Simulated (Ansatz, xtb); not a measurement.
**CH4FGeO: where a starting geometry ends**

The starting geometry of this gas-phase doublet was built from a drawn formula by distance geometry and a force field; its bonds are those of `[O][CH2][GeH2][F]`.

```json
{"atom": "C", "x (Å)": "0.8715", "y (Å)": "-0.7447", "z (Å)": "1.5491"}
{"atom": "F", "x (Å)": "-1.3452", "y (Å)": "0.7222", "z (Å)": "0.0243"}
{"atom": "Ge", "x (Å)": "0.2375", "y (Å)": "0.0291", "z (Å)": "-0.1660"}
{"atom": "O", "x (Å)": "2.1476", "y (Å)": "-1.2770", "z (Å)": "1.3183"}
{"atom": "H", "x (Å)": "0.2298", "y (Å)": "-1.5100", "z (Å)": "1.8808"}
{"atom": "H", "x (Å)": "1.0151", "y (Å)": "0.0954", "z (Å)": "2.2558"}
{"atom": "H", "x (Å)": "0.1175", "y (Å)": "-1.1008", "z (Å)": "-1.1994"}
{"atom": "H", "x (Å)": "1.2119", "y (Å)": "1.1012", "z (Å)": "-0.6531"}
```

Problem. Where would you expect an optimisation with r2SCAN-D4/def2-SVP to take it?

Solution. It keeps its bonds, and is `[O][CH2][GeH2][F]`.

The energy falls by 0.33 eV over 8 steps:

```tsv
step	E − E(last) (eV)
1	0.332
2	0.106
3	0.019
4	0.003
5	0.001
6	0.000
7	0.000
8	0.000
```

Final geometry (Å):

```xyz
8

C     0.9405   -0.7555    1.5826
F    -1.2670    0.6766    0.1303
Ge    0.3053   -0.0097   -0.1943
O     2.1041   -1.2365    1.2172
H     0.1368   -1.4812    1.8577
H     0.9305    0.1382    2.2530
H     0.1130   -1.1468   -1.1981
H     1.2224    1.1302   -0.6386
```

From the same start GFN2-xTB ends elsewhere, in pieces: FGeH2 + CH2O.

The end wasn't checked by frequencies. Open shells are spin-unrestricted. Run with Ansatz 0.2.0, 71 s on 2 threads of Arm Neoverse V1 (shared host).
